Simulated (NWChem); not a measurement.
C₂H₅ClSi; SMILES [SiH3]/C=C\Cl

```xyz
9

Si    -0.4284     1.6620     0.0000
C      1.0777     0.5395     0.0000
C      1.0317    -0.7943     0.0000
Cl    -0.4499    -1.6881     0.0000
H     -1.2652     1.4303     1.2155
H     -1.2652     1.4303    -1.2155
H      0.0450     3.0787     0.0000
H      2.0830     0.9767     0.0000
H      1.9108    -1.4452     0.0000
```
Atoms are numbered in this order, from 1.

Program: NWChem. Pople sets run with spherical d functions. All runs use the structure optimised with PBE0/def2-SVP. GIAO values for the isolated, static molecule; σ is the absolute isotropic shielding, δ = σ(reference) − σ with the isolated reference molecule computed at the same levels (13C: tetramethylsilane, 1H: tetramethylsilane, 29Si: tetramethylsilane).

```json
[
 {"level": "Hartree-Fock/6-31G*", "δ Si1 (ppm)": "-54.4", "δ C2 (ppm)": "120.6", "δ C3 (ppm)": "140.2", "σ Cl4 (ppm)": "821.4", "δ H5 (rotor mean) (ppm)": "4.28", "δ H8 (ppm)": "5.80", "δ H9 (ppm)": "6.67"},
 {"level": "KT2/pcSseg-1", "δ Si1 (ppm)": "-87.2", "δ C2 (ppm)": "116.6", "δ C3 (ppm)": "143.1", "σ Cl4 (ppm)": "664.8", "δ H5 (rotor mean) (ppm)": "4.19", "δ H8 (ppm)": "5.69", "δ H9 (ppm)": "6.77"},
 {"level": "PBE/pcSseg-1", "δ Si1 (ppm)": "-88.8", "δ C2 (ppm)": "124.6", "δ C3 (ppm)": "151.8", "σ Cl4 (ppm)": "636.8", "δ H5 (rotor mean) (ppm)": "4.23", "δ H8 (ppm)": "5.91", "δ H9 (ppm)": "6.89"},
 {"level": "LDA (Slater exchange, VWN5)/pcSseg-1", "δ Si1 (ppm)": "-94.9", "δ C2 (ppm)": "130.7", "δ C3 (ppm)": "157.8", "σ Cl4 (ppm)": "618.7", "δ H5 (rotor mean) (ppm)": "4.39", "δ H8 (ppm)": "6.04", "δ H9 (ppm)": "6.91"}
]
```
